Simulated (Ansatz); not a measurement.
C9H21NO (relaxed from a model of N-butyl-N-methylpyrrolidinium hydroxide, whose bonding it doesn't keep). Charge 0, multiplicity 1. Geometry PBE0-D4/def2-SVP.

```xyz
32

C     3.7944    1.0836    1.4139
C     2.6892    1.1637    0.3731
C     1.6117    0.0960    0.5368
C     0.5725    0.2361   -0.5518
N    -0.5987   -0.7165   -0.3557
C    -0.2025   -2.1406   -0.2178
C    -1.5252   -0.5790   -1.5326
C    -2.9061   -0.8731   -0.9873
C    -2.8664   -0.1147    0.3355
C    -1.4374   -0.3030    0.8422
H     3.3902    1.1889    2.4344
H     4.5458    1.8762    1.2732
H     4.3215    0.1163    1.3699
H     2.2022    2.1526    0.4039
H     3.1259    1.0793   -0.6383
H     1.1503    0.2352    1.5345
H     2.1272   -0.8927    0.5908
H     1.0040   -0.0717   -1.5241
H    -0.3444    1.6538   -0.5626
H     0.3932   -2.4196   -1.0964
H    -1.0868   -2.7909   -0.1411
H     0.4121   -2.2566    0.6825
H    -1.4523    0.4781   -1.8245
H    -1.1740   -1.2294   -2.3448
H    -3.0716   -1.9546   -0.8422
H    -3.6917   -0.5111   -1.6659
H    -3.0066    0.9577    0.1377
H    -3.6168   -0.4532    1.0637
H    -1.3473   -1.0829    1.6102
H    -1.0193    0.6371    1.2180
O    -1.1522    2.3309   -0.5274
H    -0.8406    3.1041   -1.0077
```

Task: Estimate the orbital energies around the gap (eV) in Ansatz with HF/STO-3G, HF/6-31G, B97M-V/def2-TZVP, PBE0-D4/def2-TZVP, BHLYP-D4/def2-TZVP.

Result: 
```
orbital  HF/STO-3G  HF/6-31G  B97M-V/def2-TZVP  PBE0-D4/def2-TZVP  BHLYP-D4/def2-TZVP
 HOMO−5     -11.02    -12.67             -8.05              -9.12              -10.65
 HOMO−4     -10.79    -12.20             -7.95              -8.88              -10.22
 HOMO−3     -10.15    -12.03             -7.83              -8.77              -10.08
 HOMO−2      -9.68    -11.72             -7.57              -8.51               -9.84
 HOMO−1      -7.44    -11.22             -5.83              -7.06               -8.77
   HOMO      -4.09     -7.16             -3.70              -4.56               -5.67
   LUMO      13.06      5.47              0.01               0.72                1.34
 LUMO+1      13.36      6.57              0.83               1.51                2.13
 LUMO+2      13.95      6.70              0.99               1.68                2.32
 LUMO+3      14.88      6.91              1.11               1.79                2.44
 LUMO+4      16.43      7.04              1.23               1.92                2.61
 LUMO+5      16.72      7.25              1.44               2.12                2.79
```
